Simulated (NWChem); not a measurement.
System: C₂H₈AsGa; SMILES [Ga]([CH3])([AsH2])[CH3]

```xyz
12

Ga    -0.0018    -0.8076    -0.0037
C      1.7444    -1.7669     0.0371
H      2.1662    -1.7878    -0.9757
H      1.6281    -2.8001     0.3801
H      2.4637    -1.2531     0.6833
C     -1.7313    -1.7956     0.0338
H     -1.7089    -2.6236    -0.6844
H     -2.5873    -1.1532    -0.1897
H     -1.8743    -2.2299     1.0316
As    -0.0058     1.6601     0.0445
H     -1.0689     1.7330    -1.0597
H      1.1478     1.7428    -0.9638
```
Atoms are numbered in this order, from 1.

Computed with NWChem. Pople sets run with spherical d functions. Coordinates come from a B3LYP/6-31G* (spherical d) optimisation.

For level TPSS/6-311G**:

```yaml
highest occupied level (eV): -5.74
dipole (D): 1.48
```

### Question
What are these values for level TPSS/3-21G?

### Answer
The highest occupied level (eV) is -5.56 and the dipole (D) is 1.77.
